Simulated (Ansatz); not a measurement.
Reaction R1 → P1 + P2, each structure at its B3LYP-D3(BJ)/def2-TZVP stationary point, reached from a drawn start (curvature not checked).
R1, F2Sc (SMILES [F][Sc][F]) (charge 0, multiplicity 2):
```json
[
 {"atom": "Sc", "x (Å)": "0.0035", "y (Å)": "0.0048", "z (Å)": "-0.6105"},
 {"atom": "F", "x (Å)": "1.5900", "y (Å)": "-0.0060", "z (Å)": "0.3144"},
 {"atom": "F", "x (Å)": "-1.5935", "y (Å)": "0.0012", "z (Å)": "0.2961"}
]
```
P1, FSc (SMILES [F][Sc]) (charge 0, multiplicity 1, Z-matrix in Å and degrees):
```
Sc
F 1 1.7931
```
P2: F atom, charge 0, multiplicity 2.

P less R. No zero-point or thermal terms; singlets are restricted closed shells; open shells are unrestricted; no spin–orbit coupling. The spin states of the d-block species are the ones drawn and need not be the lowest.

Codes used: Ansatz (Gaussian basis) for Hartree–Fock, density functionals and correlated methods. Each number belongs to the level named beside it.

Task: Estimate the reaction energy that B3LYP/def2-TZVPP returns for this input.

Result: 154.4 kcal/mol

Task: Estimate the reaction energy that PBE0/def2-TZVPP returns for this input.

Result: 154.8 kcal/mol

Task: Predict the reaction energy from CAM-B3LYP/def2-TZVPP.

Result: 156.5 kcal/mol

Ansatz is a program for electronic structure.
